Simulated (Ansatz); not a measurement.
Mulliken charges of CH3NSSe (`NC(=S)[SeH]`) from ωB97M-V/def2-TZVPP in Ansatz (PBE0-D4/def2-TZVP geometry).

| atom | x (Å) | y (Å) | z (Å) | charge (e) |
| --- | --- | --- | --- | --- |
| N1 | -0.827 | 0.434 | 0.691 | -0.154 |
| C2 | 0.192 | -0.222 | 0.122 | 0.059 |
| S3 | 1.109 | -1.336 | 0.887 | -0.262 |
| Se4 | 0.444 | 0.313 | -1.708 | -0.024 |
| H5 | -1.046 | 0.229 | 1.651 | 0.152 |
| H6 | -1.380 | 1.115 | 0.199 | 0.134 |
| H7 | 1.570 | -0.602 | -1.889 | 0.094 |

**Question.** By hand: the dipole of these point charges (1 e Å = 4.8032 D).

**Answer.** Σ q r = (-0.359, 0.390, -0.191) e Å, of length 0.563 e Å = 2.70 D.

**Question.** How does the dipole of the full density compare? (Estimate.)

**Answer.** The calculation gave: (-0.499, 0.474, -0.099) e Å, 3.34 D; the point charges give 0.81 times that, at 12° from its direction.

Point charges leave out the atoms' own dipoles, such as those of lone pairs, and Mulliken's split depends on the basis, so the two needn't agree.
